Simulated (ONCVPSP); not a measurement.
**Potentials for W compared**

Generated with ld1.x 7.5 (TM, RRKJ, ultrasoft, PAW), atompaw 4.2 or ONCVPSP 4.0.1. The cutoff is in Ry: for ld1.x and atompaw files where the sum of valence levels is converged to 10 mRy in a Bessel basis, for ONCV files where the hardest occupied wave has 1 mHa per electron of residual kinetic energy. The error is the largest all-electron minus pseudo excitation energy over each file’s own four to seven test configurations (ionisations up to +4, promotions, holes and added fractions of an electron), all of which were solved. The labels leave out finer settings (local radius, basis sizes, second energies), which also bear on the numbers. Spin-polarised tests are not counted. The rows are a selection from randomly drawn settings: files with unsolved tests, undetermined cutoffs or missed reference levels are left out.

A true bound ghost makes a file unfit for plane-wave use even where its test errors are small: the radial tests pick states by their node count and pass the ghost by.

```tsv
potential	cutoff (Ry)	largest error (meV)	bound ghosts
ONCV, LDA (Perdew-Zunger), scalar-relativistic, rc 2.05/1.50/1.85 (spd), local smoothed, core correction yes, reference 5s2 5p6 5d4 6s1.5, qcut 7.1/10.8/5.8, projectors 2/3/2	72	-13	none
ONCV, BLYP, scalar-relativistic, rc 2.00/1.40/2.85 (spd), local smoothed, core correction yes, reference 5s2 5p6 5d4 6s2, qcut 8/5.4/5.7, projectors 2/3/2	166	-501	none
```

(1) Fill in the row for W: ONCV, PBEsol, scalar-relativistic, rc 1.75/2.10/2.75/0.85 (spdf), local smoothed, core correction no, reference 4f14 5s2 5p6 5d4 6s2, qcut 9/7.3/6.8/20.5, projectors 2/2/2/2.

(2) Fill in the row for W: ONCV, PBE, scalar-relativistic, rc 1.50/1.70/1.60 (spd), local smoothed, core correction no, reference 5s2 5p6 5d3, qcut 6.9/7.5/5.2, projectors 3/2/2.

(3) Fill in the row for W: ONCV, PBE, scalar-relativistic, rc 1.60/1.50/2.45 (spd), local smoothed, core correction yes, reference 5s2 5p6 5d4 6s2, qcut 8.2/8.9/5.5, projectors 2/2/1.

Answers

(1) cutoff 364 Ry, largest error -163 meV, bound ghosts: s.

(2) cutoff 39 Ry, largest error -151 meV, bound ghosts: none.

(3) cutoff 54 Ry, largest error -182 meV, bound ghosts: none.
